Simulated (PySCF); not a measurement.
## Pb⁺ (lead, charge +1) across methods

[Xe] 4f14 5d10 6s2 6p1, 2P determinant. All numbers are calculated (PySCF 2.14, a scalar-relativistic core potential, in aug-cc-pVQZ-PP with ECP60MDF (7s7p5d3f2g, 92 functions)).

```json
{"method": "UHF", "E (hartree)": "-191.59498", "mean ε 6s α (eV)": "-23.240", "mean ε 6s β (eV)": "-21.395", "mean ε 6p α (eV)": "-13.479", "Σ⟨r²⟩ (bohr²)": "50.43", "⟨S²⟩": "0.758"}
{"method": "r2SCAN", "E (hartree)": "-192.6658", "mean ε 6s α (eV)": "-19.749", "mean ε 6s β (eV)": "-18.986", "mean ε 6p α (eV)": "-10.525", "Σ⟨r²⟩ (bohr²)": "49.68", "⟨S²⟩": "0.753"}
{"method": "PBE0", "E (hartree)": "-192.5799", "mean ε 6s α (eV)": "-20.618", "mean ε 6s β (eV)": "-19.743", "mean ε 6p α (eV)": "-11.183", "Σ⟨r²⟩ (bohr²)": "49.86", "⟨S²⟩": "0.752"}
{"method": "LDA", "E (hartree)": "-192.3063", "mean ε 6s α (eV)": "-19.756", "mean ε 6s β (eV)": "-19.260", "mean ε 6p α (eV)": "-10.322", "Σ⟨r²⟩ (bohr²)": "49.93", "⟨S²⟩": "0.751"}
{"method": "M06", "E (hartree)": "-192.6117", "mean ε 6s α (eV)": "-20.280", "mean ε 6s β (eV)": "-19.976", "mean ε 6p α (eV)": "-10.672", "Σ⟨r²⟩ (bohr²)": "50.15", "⟨S²⟩": "0.750"}
{"method": "PBE", "E (hartree)": "-192.6092", "mean ε 6s α (eV)": "-19.409", "mean ε 6s β (eV)": "-18.828", "mean ε 6p α (eV)": "-10.218", "Σ⟨r²⟩ (bohr²)": "49.97", "⟨S²⟩": "0.751"}
{"method": "MN15", "E (hartree)": "-192.2084", "mean ε 6s α (eV)": "-21.818", "mean ε 6s β (eV)": "-20.995", "mean ε 6p α (eV)": "-11.770", "Σ⟨r²⟩ (bohr²)": "49.89", "⟨S²⟩": "0.752"}
{"method": "B97-3", "E (hartree)": "-192.6255", "mean ε 6s α (eV)": "-20.529", "mean ε 6s β (eV)": "-19.715", "mean ε 6p α (eV)": "-11.039", "Σ⟨r²⟩ (bohr²)": "49.85", "⟨S²⟩": "0.751"}
```

Energies and moments cover only the electrons outside the core potential. Spin-orbit coupling, absent here, splits the open shell strongly.
